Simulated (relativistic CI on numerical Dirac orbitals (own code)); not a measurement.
**Crystal-field levels of Mo5+, 4d**

Calculated by Dirac-Coulomb-Breit CI, separate exchange-only KLI orbitals for each configuration, model QED (radiative potential, 1s self-energy scaled to tabulated hydrogen-like ionisation energies), one configuration in a parametric crystal field, unscaled Slater integrals (own radial code).

Field parameters in Wybourne normalisation: Oh B⁴₀ = 21Dq, B⁴₄ = √(5/14) B⁴₀. The field is a parameter set, without covalency.

S and J are read from ⟨S²⟩ = S(S + 1) and ⟨J²⟩ = J(J + 1) of each level; they are not fictitious spins.

Oh, 10Dq = 8500 cm⁻¹, the lowest 3 levels:

| E (cm⁻¹) | Degeneracy | Irrep | S | J |
| --- | --- | --- | --- | --- |
| 0.0 | 4 | Γ8 | 0.50 | 1.82 |
| 1629 | 2 | Γ7 | 0.50 | 2.50 |
| 9306 | 4 | Γ8 | 0.50 | 2.26 |

Oh, 10Dq = 15350 cm⁻¹, the lowest 3 levels:

```csv
E (cm⁻¹),Degeneracy,Irrep,S,J
0.0,4,Γ8,0.50,1.87
1562,2,Γ7,0.50,2.50
16022,4,Γ8,0.50,2.21
```

Oh, 10Dq = 22150 cm⁻¹, the lowest 3 levels:

| E (cm⁻¹) | Degeneracy | Irrep | S | J |
| --- | --- | --- | --- | --- |
| 0.0 | 4 | Γ8 | 0.50 | 1.90 |
| 1535 | 2 | Γ7 | 0.50 | 2.50 |
| 22768 | 4 | Γ8 | 0.50 | 2.19 |

The free-ion ground term has S = 1/2. Every field shown keeps that spin.

Levels of this model without a field, named by their leading LS term: ²D3/2 0, ²D5/2 2453 cm⁻¹.
